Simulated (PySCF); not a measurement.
B3LYP has the VWN-RPA correlation part, as in Gaussian. Delta-SCF ions had no search for a lower state. Excitations are Tamm–Dancoff values on a coarser integration grid. The basis has no diffuse functions, so Rydberg states are missing or too high.

Cartesian coordinates (Å):
```xyz
12

N      2.4240    -0.3461     0.0603
Ge     0.9174    -0.4880     1.1127
Ge    -0.8494     0.7224    -0.0267
C     -2.4835     0.7505     1.1329
O     -2.5932     1.5160     2.0516
H      2.7524     0.6087    -0.0622
H      3.2068    -0.9085     0.3864
H      0.5849    -1.9898     1.1979
H      1.0674     0.0643     2.5536
H     -1.1874     0.0554    -1.3752
H     -0.4266     2.1842    -0.2586
H     -3.2957     0.0020     0.9112
```
Charge 0, multiplicity 1.

### Question
What HOMO–LUMO gap, S1 excitation (TDA), total energy, LUMO, vertical ionisation energy (Delta-SCF), HOMO, dipole moment and T1 excitation (TDA) does B3LYP-D3(BJ)/def2-TZVP // PBE0-D4/def2-SVP (PySCF) give?

### Answer

The HOMO–LUMO gap comes out as 4.90 eV. The S1 excitation (TDA) is 3.32 eV. The total energy is -4326.4737 Ha and the LUMO is -1.81 eV. The vertical ionisation energy (Delta-SCF) comes out as 8.76 eV. The HOMO comes out as -6.71 eV, the dipole moment is 2.02 D and the T1 excitation (TDA) is 2.65 eV.
